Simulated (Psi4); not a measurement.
Psi4 input (wB97X-D/6-311+G**):

```
memory 1500 MB

molecule {
0 1
C    -0.00000000   -0.00000000   -1.88659538
C    -0.00000000   -0.00000000   -0.68177999
C     0.00000000    0.00000000    0.68177999
C     0.00000000    0.00000000    1.88659538
H    -0.00000000   -0.00000000   -2.94883252
H     0.00000000    0.00000000    2.94883252
symmetry c1
no_reorient
no_com
}

set {
  basis 6-311+G**
  reference rks
  scf_type pk
  dft_radial_points 99
  dft_spherical_points 590
  e_convergence 1e-8
  d_convergence 1e-7
  maxiter 150
}

e = energy('wb97x-d')
print_out(f'\nFINAL {e:.10f} DIPOLE {variable("CURRENT DIPOLE")[0]:.6f} {variable("CURRENT DIPOLE")[1]:.6f} {variable("CURRENT DIPOLE")[2]:.6f}\n')
```

Output:

```
   => Loading Basis Set <=

    Name: 6-311+G**
    Role: ORBITAL
    Keyword: BASIS
    atoms 1-4 entry C          line   129 file 6-311pgss.gbs
    atoms 5-6 entry H          line    42 file 6-311pgss.gbs

   => WB97X-D: Empirical Dispersion <=

    Chai and Head-Gordon Dispersion Correction
    Chai, J.-D.; Head-Gordon, M. (2010), J. Chem. Phys., 132: 6615-6620

        s6 =       1.000000

         ---------------------------------------------------------
                                   SCF
               by Justin Turney, Rob Parrish, Andy Simmonett
                          and Daniel G. A. Smith
                              RKS Reference
         ---------------------------------------------------------

  ==> Geometry <==

    Molecular point group: c1
    Full point group: D_inf_h

    Geometry (in Angstrom), charge = 0, multiplicity = 1:

       Center              X                  Y                   Z               Mass
    ------------   -----------------  -----------------  -----------------  -----------------
         C            0.000000000000     0.000000000000    -1.886595380000    12.000000000000
         C            0.000000000000     0.000000000000    -0.681779990000    12.000000000000
         C            0.000000000000     0.000000000000     0.681779990000    12.000000000000
         C            0.000000000000     0.000000000000     1.886595380000    12.000000000000
         H            0.000000000000     0.000000000000    -2.948832520000     1.007825032230
         H            0.000000000000     0.000000000000     2.948832520000     1.007825032230

  Running in c1 symmetry.

  Rotational constants: A = ************  B =      0.14774  C =      0.14774 [cm^-1]
  Rotational constants: A = ************  B =   4429.07370  C =   4429.07370 [MHz]
  Nuclear repulsion =   77.409392813718867

  Charge       = 0
  Multiplicity = 1
  Electrons    = 26
  Nalpha       = 13
  Nbeta        = 13

  ==> Algorithm <==

  SCF Algorithm Type is PK.
  DIIS enabled.
  MOM disabled.
  Fractional occupation disabled.
  Guess Type is SAD.
  Energy threshold   = 1.00e-08
  Density threshold  = 1.00e-07
  Integral threshold = 1.00e-12

  ==> Primary Basis <==

  Basis Set: 6-311+G**
    Blend: 6-311+G**
    Number of shells: 48
    Number of basis functions: 100
    Number of Cartesian functions: 104
    Spherical Harmonics?: true
    Max angular momentum: 2

  ==> DFT Potential <==

   => LibXC <=

    Version 7.1.2
    S. Lehtola, C. Steigemann, M. J. T. Oliveira, and M. A. L. Marques,  SoftwareX 7, 1–5 (2018) (10.1016/j.softx.2017.11.002)

   => Composite Functional: WB97X-D <=

    wB97X-D Hyb-GGA Exchange-Correlation Functional

    J.-D. Chai and M. Head-Gordon,  Phys. Chem. Chem. Phys. 10, 6615–6620 (2008) (10.1039/B810189B)

    Deriv               =              1
    GGA                 =           TRUE
    Meta                =          FALSE

    Exchange Hybrid     =           TRUE
    MP2 Hybrid          =          FALSE

   => Exchange-Correlation Functionals <=

    1.0000   wB97X-D range-separated functional

   => Exact (HF) Exchange <=

    0.7780            HF,LR [omega = 0.2000]
    0.2220               HF

   => LibXC Density Thresholds  <==

    XC_HYB_GGA_XC_WB97X_D:  1.00E-14

   => Molecular Quadrature <=

    Radial Scheme          =       TREUTLER
    Pruning Scheme         =           NONE
    Nuclear Scheme         =       TREUTLER

    Blocking Scheme        =         OCTREE
    BS radius alpha        =              1
    Pruning alpha          =              1
    Radial Points          =             99
    Spherical Points       =            590
    Total Points           =         339026
    Total Blocks           =           2528
    Max Points             =            256
    Max Functions          =             99
    Weights Tolerance      =       1.00E-15

  ==> Integral Setup <==

  Using in-core PK algorithm.
   Calculation information:
      Number of atoms:                   6
      Number of AO shells:              48
      Number of primitives:             88
      Number of atomic orbitals:       104
      Number of basis functions:       100

      Integral cutoff                 1.00e-12
      Number of threads:                 1

  Performing in-core PK
  Using 38261325 doubles for integral storage.
  We computed 621577 shell quartets total.
  Whereas there are 692076 unique shell quartets.

  Computing range-separated integrals for PK
  We computed 621577 wK shell quartets total.
  Whereas there are 692076 wK unique shell quartets.

  ==> DiskJK: Disk-Based J/K Matrices <==

    J tasked:                  Yes
    K tasked:                  Yes
    wK tasked:                 Yes
    Omega:               2.000E-01
    Schwarz Cutoff:          1E-12


  Cached 33.3% of DFT collocation blocks in 0.262 [GiB].

  Minimum eigenvalue in the overlap matrix is 4.6818439236E-08.
  Reciprocal condition number of the overlap matrix is 6.4519296250E-09.
    Using canonical orthogonalization.
  Overall, 1 of 100 possible MOs eliminated.

  ==> Pre-Iterations <==

  SCF Guess: Superposition of Atomic Densities via on-the-fly atomic UHF (no occupation information).

   -------------------------
    Irrep   Nso     Nmo
   -------------------------
     A        100      99
   -------------------------
    Total     100      99
   -------------------------

  ==> Iterations <==

                        Total Energy        Delta E     RMS |[F,P]|

   @RKS iter SAD:  -152.31957343874640   -1.52320e+02   0.00000e+00
   @RKS iter   1:  -153.30549153998334   -9.85918e-01   5.53385e-03 DIIS/ADIIS
   @RKS iter   2:  -153.40037400807816   -9.48825e-02   3.39151e-03 DIIS/ADIIS
   @RKS iter   3:  -153.44903084975468   -4.86568e-02   1.37587e-03 DIIS/ADIIS
   @RKS iter   4:  -153.45757619822646   -8.54535e-03   1.15240e-04 DIIS/ADIIS
   @RKS iter   5:  -153.45765403405821   -7.78358e-05   1.59220e-05 DIIS
   @RKS iter   6:  -153.45765623733314   -2.20327e-06   1.62995e-06 DIIS
   @RKS iter   7:  -153.45765627527271   -3.79396e-08   4.33430e-07 DIIS
   @RKS iter   8:  -153.45765627735301   -2.08030e-09   3.84749e-08 DIIS
  Energy and wave function converged.

  ==> Post-Iterations <==

   Electrons on quadrature grid:
      Ntotal   =   25.9999999994 ; deviation = -5.711e-10

    Orbital Energies [Eh]
    ---------------------

    Doubly Occupied:

       1A    -10.319259     2A    -10.318654     3A    -10.309649
       4A    -10.309645     5A     -0.913708     6A     -0.854153
       7A     -0.733106     8A     -0.635247     9A     -0.611777
      10A     -0.453145    11A     -0.453145    12A     -0.349462
      13A     -0.349462

    Virtual:

      14A      0.029473    15A      0.029473    16A      0.066181
      17A      0.069247    18A      0.101476    19A      0.118852
      20A      0.118852    21A      0.120451    22A      0.120451
      23A      0.148017    24A      0.194634    25A      0.194634
      26A      0.203220    27A      0.227054    28A      0.231070
      29A      0.240705    30A      0.240705    31A      0.256250
      32A      0.256250    33A      0.291091    34A      0.365826
      35A      0.377108    36A      0.472656    37A      0.483727
      38A      0.588367    39A      0.588367    40A      0.604656
      41A      0.642080    42A      0.642080    43A      0.710725
      44A      0.710725    45A      0.745190    46A      0.782699
      47A      0.782699    48A      0.782918    49A      0.893352
      50A      0.934713    51A      1.074865    52A      1.127411
      53A      1.127411    54A      1.133788    55A      1.163201
      56A      1.163202    57A      1.182571    58A      1.281107
      59A      1.281107    60A      1.341303    61A      1.415667
      62A      1.415667    63A      1.548811    64A      1.552528
      65A      1.552529    66A      1.600902    67A      1.600902
      68A      1.769694    69A      1.769694    70A      1.923423
      71A      1.933820    72A      1.933820    73A      2.118941
      74A      2.330662    75A      2.330662    76A      2.554265
      77A      2.741417    78A      2.747469    79A      2.748697
      80A      2.748697    81A      2.799912    82A      2.799912
      83A      2.829431    84A      3.046484    85A      3.046484
      86A      3.074371    87A      3.074371    88A      3.146585
      89A      3.180688    90A      3.180688    91A      3.399475
      92A      3.518964    93A      3.706492    94A      3.791827
      95A      4.253337    96A     23.490903    97A     23.948024
      98A     24.980312    99A     25.612136

    Final Occupation by Irrep:
              A
    DOCC [    13 ]
    NA   [    13 ]
    NB   [    13 ]

  @RKS Final Energy:  -153.45765627735301

   => Energetics <=

    Nuclear Repulsion Energy =             77.4093928137188669
    One-Electron Energy =                -358.0827726921622798
    Two-Electron Energy =                 142.5572243223425630
    DFT Exchange-Correlation Energy =     -15.3407850478489181
    Empirical Dispersion Energy =          -0.0007156734032105
    VV10 Nonlocal Energy =                  0.0000000000000000
    Total Energy =                       -153.4576562773530100

Computation Completed

Properties will be evaluated at   0.000000,   0.000000,   0.000000 [a0]

Properties computed using the SCF density matrix

 Multipole Moments:

 ------------------------------------------------------------------------------------
     Multipole            Electronic (a.u.)      Nuclear  (a.u.)        Total (a.u.)
 ------------------------------------------------------------------------------------

 L = 1.  Multiply by 2.5417464519 to convert [e a0] to [Debye]
 Dipole X            :         -0.0000000            0.0000000           -0.0000000
 Dipole Y            :         -0.0000000            0.0000000           -0.0000000
 Dipole Z            :         -0.0000000            0.0000000           -0.0000000
 Magnitude           :                                                    0.0000000

 ------------------------------------------------------------------------------------

FINAL -153.4576562774 DIPOLE -0.000000 -0.000000 -0.000000

*** Psi4 exiting successfully. Buy a developer a beer!
```

The geometry given is a B3LYP-D3(BJ)/def2-TZVP minimum.
